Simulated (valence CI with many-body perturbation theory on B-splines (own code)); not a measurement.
# Cs VII: calculated level list

Calculated by valence CI with perturbative core correlation (CI+MBPT): three valence electrons over a frozen Dirac-Fock core [Kr] 4d10, radial functions for each j: 8 s, 8 p, 9 d, 9 f, 6 g, 3 h, 2 i, with the one-electron correlation potential Σ1, the two-electron term Σ2, the three-electron term Σ3, Breit, model QED; selected CI, second order for the rest, scaled by the run's own slope (own B-spline code, finite nucleus).

Set against measurement, 48 paired levels are off by 286 cm⁻¹ on average, the worst by 971. These come from a selection out of Sansonetti, J. Phys. Chem. Ref. Data 38, 761 (2009). Levels without a partner in it may be off by more, other configurations by several thousand cm⁻¹. 2 measured levels below the end of the list, from 297071 cm⁻¹ on, found no clear computed partner, and computed levels of the same name lie up to 1606 cm⁻¹ from them.

Levels 46 to 62 of 62, with energies above the lowest level, 5s²5p ²P°_1/2. "Leading %" is the weight of the configuration and term that name the level; weights of strongly mixed levels are sums over their largest components and can fall short. In the jj column 3d3/2^4 stands for four electrons in 3d with j = 3/2. Lifetimes count E1, E2, E3, M1 and M2 decay at the calculated energies, and are blank where another channel may lead or the interval is too uncertain; long ones can be off by a factor of two.

```tsv
No.	Configuration	Term	J	E (cm⁻¹)	Leading %	Lifetime	Leading jj
46	4f5s5p	²F	7/2	313990	91	135 ps	4f7/2 5s 5p3/2 (77 %)
47	5s5p5d	⁴F°	9/2	315070	98	28.0 ns	5s 5p3/2 5d5/2 (98 %)
48	4f5s5p	²G	9/2	317790	94	146 ps	4f7/2 5s 5p3/2 (78 %)
49	4f5s5p	²G	7/2	318230	94	152 ps	4f5/2 5s 5p3/2 (75 %)
50	5s²6p	²P°	1/2	321540	95	199 ps	5s^2 6p1/2 (95 %)
51	5s5p5d	²F°	5/2	323060	42	70.4 ps	5s 5p1/2 5d3/2 (28 %)
52	5s5p5d	²D°	3/2	324410	54	59.4 ps	5s 5p3/2 5d3/2 (41 %)
53	4f5s5p	²D	3/2	324520	93	93.9 ps	4f5/2 5s 5p3/2 (76 %)
54	5s5p5d	⁴D°	7/2	324990	87	45.0 ps	5s 5p3/2 5d5/2 (60 %)
55	4f5s5p	²D	5/2	325750	92	93.5 ps	4f7/2 5s 5p3/2 (75 %)
56	5s5p5d	⁴D°	5/2	326230	46	54.2 ps	5s 5p3/2 5d3/2 (59 %)
57	5s5p5d	⁴P°	1/2	326460	90	59.3 ps	5s 5p3/2 5d3/2 (95 %)
58	5s5p5d	⁴P°	3/2	326940	58	61.0 ps	5s 5p3/2 5d3/2 (61 %)
59	5s²6p	²P°	3/2	328600	79	129 ps	5s^2 6p3/2 (79 %)
60	5s5p5d	²D°	5/2	332640	47	79.7 ps	5s 5p3/2 5d5/2 (74 %)
61	5s5p5d	²F°	7/2	342760	94	98.2 ps	5s 5p3/2 5d5/2 (60 %)
62	5s5p5d	²P°	3/2	348650	54	42.5 ps	5s 5p3/2 5d5/2 (29 %)
```

Names give the largest LS component (configuration and term), which can be under half, so a name can repeat, a term be missing and a line seem to break the LS rules; names also repeat where a configuration has a term twice.

Where two levels of one J and parity lie close, their mixing, g and order are uncertain.
